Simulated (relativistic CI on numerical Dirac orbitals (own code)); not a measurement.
## d1 to d9 in one octahedral field

Computed with a parametric ligand-field model without spin-orbit coupling, by exact diagonalisation: B = 600, C = 2760, 10Dq = 18900 cm⁻¹ (Oh; |10Dq|/B = 31.5) for every shell. Energies in cm⁻¹; the field energy is (0.6 n_e − 0.4 n_t2) × 10Dq of the ground term; g labels are left out.

```
Shell  Ground term  Electrons in e  Field energy  First spin-allowed bands  Lowest term of other spin
   d1          2T2           0.000         -7560                  2E 18900                           
   d2          3T1           0.021        -14731      3T2 17622, 3T1 25344                   1T2 9409
   d3          4A2           0.000        -22680      4T2 18900, 4T1 25200                   2E 12816
   d4          3T1           0.034        -29602       3E 16508, 3T1 17229                    5E 2431
   d5          2T2           0.059        -36676      2A2 15795, 2T1 15995                   6A1 3025
   d6          1A1           0.046        -44494      1T1 17127, 1T2 24928                  3T1 11223
   d7            ?               ?             ?                         ?                          ?
   d8          3A2           2.000        -22680      3T2 18900, 3T1 25200                   1E 10208
   d9           2E           3.000        -11340                 2T2 18900
```

(1) Fill in the row of d7.

## Answers

(1) Ground term: 2E; Electrons in e: 1.033; Field energy: -33389; First spin-allowed bands: 2T1 16980, 2T2 17601; Lowest term of other spin: 4T1 5864. Low spin: d4, d5, d6, d7; the other shells keep the spin of the free ion. Only d4 to d7 can choose; the field needed to pair spins is smallest for d6 and largest for d5, which loses most exchange energy. In the strong-field picture 10Dq must exceed about 6B + 5C = 17400 (d4), 7.5B + 5C = 18300 (d5), 2.5B + 4C = 12540 (d6) and 4B + 4C = 13440 (d7); mixing of terms shifts these bounds somewhat.
